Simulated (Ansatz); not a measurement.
Reaction (formal exchange of groups at the Si–C bond): `N=C([SiH3])S` + `BC=O` → `O=CB[SiH3]` + `N=CS`

Program: Ansatz. Geometries: PBE0-D4/def2-TZVP. ΔE: electronic, gas phase. CCSD(T)/CBS adds triple-zeta CCSD(T) − MP2 to the extrapolated MP2 energy (def2 sets, frozen cores). This one scheme is used for every species. Functionals use def2-TZVPP. Each species was taken in one conformer, which may not be the lowest.

`N=C([SiH3])S`:

Cartesian coordinates in Å:
```
N -1.193 1.370 0.327
C -0.427 0.368 0.443
Si 0.506 -0.240 -1.089
S -0.139 -0.464 1.988
H -1.641 1.646 1.204
H 1.943 0.101 -0.925
H -0.059 0.400 -2.296
H 0.384 -1.721 -1.161
H 0.626 -1.459 1.510
```

`BC=O`:

```xyz
6

B     0.533   -0.455   -0.283
C    -0.702    0.337    0.179
O    -0.102    1.164    0.849
H     0.953   -1.317    0.425
H     1.119   -0.080   -1.251
H    -1.801    0.351    0.081
```

`O=CB[SiH3]`:

Z-matrix (Å, degrees):
```
Si
B 1 2.010
H 1 1.487 2 112.8
H 1 1.487 2 111.7 3 123.1
H 1 1.493 2 107.1 3 -118.9
C 2 1.533 1 121.3 3 2.9
H 2 1.195 1 121.8 3 -169.5
O 6 1.223 2 97.6 1 -85.3
H 6 1.103 2 140.3 1 95.3
```

`N=CS`:

Cartesian coordinates in Å:
```
N 0.862 0.055 -0.646
C -0.243 -0.276 -0.137
S -0.896 0.461 1.307
H 1.055 -0.496 -1.481
H -0.917 -1.048 -0.523
H 0.139 1.303 1.480
```

| level | ΔE (kJ/mol) |
| --- | --- |
| ωB97X-V | -2.7 |
| CCSD(T)/def2-TZVPP | 0.7 |

What does CCSD(T)/CBS give? (Estimate.)

Computed: +2.5 kJ/mol. The listed levels differ from it by -5.2, -1.8 kJ/mol.

Largest T1 diagnostic among the species: 0.021, so the coupled-cluster value is less sure than usual.

The D4 term adds +4.3 kJ/mol with B3LYP and +2.2 kJ/mol with PBE0; it sums over pairs of atoms, weighted by their polarisabilities, and B3LYP, whose exchange is more repulsive, gets the larger term.

B3LYP here is the variant with VWN-RPA as its local correlation; programs differ in this.
